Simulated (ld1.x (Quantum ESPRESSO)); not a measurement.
O (Z = 8): one change to a TM potential, before and after

O, norm-conserving Troullier–Martins (Kleinman–Bylander form), made with ld1.x (Quantum ESPRESSO) 7.5 (PBE, fully relativistic). Core [He], reference 2s2 2p3 (charge +1). Waves: 2s (bound): rc 0.60 bohr; 2p (bound): rc 1.50 bohr; 3d channel at 0.25 Ry: rc 1.30 bohr. Local part: all-electron potential smoothed inside 0.65 bohr (lloc = -1). Core correction: Bessel-smoothed model core inside 0.30 bohr.

Open shells are filled in proportion to 2j + 1 (rel_dist='average').

All-electron outer shells of the reference configuration (PBE, scalar-relativistic, ld1.x):

```json
{"shell": "2s", "level (eV)": "-39.66", "outermost node (bohr)": "0.28", "outermost maximum (bohr)": "0.86"}
{"shell": "2p", "level (eV)": "-24.45", "outermost node (bohr)": "–", "outermost maximum (bohr)": "0.79"}
```

Change: local potential the p channel.

Cutoffs: the cutoffs (Ry, on a coarse ladder) from which the occupation-weighted sum of valence levels, in a spherical-Bessel basis at the reference potential, stays within 10 and 1 mRy of its value at 400 Ry; they do not see the model core or the augmentation charge, which bear on the density cutoff. Errors are all-electron minus pseudo energies relative to the spin-unpolarised reference configuration.

**Question.** What does the change do?

**Answer.** Of the 7 tests that both files solve, the error grows in 0 and shrinks in 4 by more than 15 % and 0.3 meV (median size 72.5 → 45.5 meV); neither file shows a bound ghost.

```csv
quantity,base,changed
"cutoff, loose",200 Ry,200 Ry
"cutoff, tight",over 300 Ry,over 300 Ry
bound ghosts,none,none
"error for 2s2 2p4, meV [ΔE -16.43 eV]",+15,-7.2
"error for 2s2 2p2, meV [ΔE 33.59 eV]",+72,+46
"error for 2s2 2p1, meV [ΔE 87.46 eV]",+505,+414
"error for 2s0 2p6, meV [ΔE 13.51 eV]",+163,+142
"error for 2s2 2p3.5, meV [ΔE -10.15 eV]",+6.0,-0.2
"error for 2s2 2p0, meV [ΔE 164.36 eV]",+1801,+1667
"error for 2s2 2p4.3, meV [ΔE -18.55 eV]",+18,-16
s: phases at 1.65 bohr within 0.05 rad from the reference energy up to (Ry; the scan ends near 5),3.3,2.4
p1/2: phases at 1.65 bohr within 0.05 rad from the reference energy up to (Ry; the scan ends near 5),2.6,1.7
p3/2: phases at 1.65 bohr within 0.05 rad from the reference energy up to (Ry; the scan ends near 5),2.6,1.7
d3/2: phases at 1.65 bohr within 0.05 rad from the reference energy up to (Ry; the scan ends near 5),to the end of the scan,to the end of the scan
d5/2: phases at 1.65 bohr within 0.05 rad from the reference energy up to (Ry; the scan ends near 5),to the end of the scan,to the end of the scan
```
